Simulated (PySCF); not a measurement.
A calculated (UHF, PySCF 2.14, x2c-TZVPall, the spin-free X2C one-electron Hamiltonian (Gaussian nucleus)) atom or ion has these occupied shells.

```
shell  electrons  orbital energy (eV)  rms radius, mean of both spins (bohr)
   1s          2              -75.988                                  0.667
```

Q: Name the element and its charge.

A: Li+ (lithium, charge +1), in 1s2, closed-shell 1S.
